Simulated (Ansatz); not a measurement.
F$_{2}$Sn, triplet, geometry from GFN2-xTB (such geometries of metal compounds can be far from the true shape) (the spin is typed, not shown lowest) (core potentials on Sn). Base run: B3LYP/def2-TZVP run with Ansatz (a quantum-chemistry and plane-wave program).

Geometry (Å):
```xyz
3

Sn     0.0114    -0.0062     0.2720
F      0.9406     1.7857    -0.7558
F     -1.0041    -1.7510    -0.7553
```
Charge 0, spin multiplicity 3.
Orbitals are unrestricted.
All else is at Ansatz's defaults.

Variants of this job, named by their change:

```tsv
change	basis functions	E (Eh)
base	112	-414.07938
basis = jorge-DZP-DKH; relativity = none	78	-6164.93720
basis = jorge-DZP-DKH; relativity = spin-free X2C	78	-6371.32463
basis = ANO-RCC-VDZP; relativity = spin-free X2C; nucleus = Gaussian	71	-6376.28248
basis = ANO-RCC-VDZP; relativity = none	71	-6053.78580
basis = ANO-RCC-VDZP; relativity = spin-free X2C	71	-6376.44980
basis = x2c-TZVPall; relativity = spin-free X2C; nucleus = Gaussian	122	-6376.46091
basis = jorge-DZP-DKH; relativity = spin-free X2C; nucleus = Gaussian	78	-6371.18204
basis = x2c-TZVPall; relativity = spin-free X2C	122	-6376.60270
basis = x2c-TZVPall; relativity = none	122	-6107.46523
```

Total energies compare only within one method and basis.

Ansatz warned in this series: the basis is contracted for relativity, which the run leaves out.

Basis sets contracted for a relativistic Hamiltonian are a mismatch without it, so the rows without relativity aren't non-relativistic limits. No row has spin-orbit coupling; sets with core potentials leave out the core electrons.
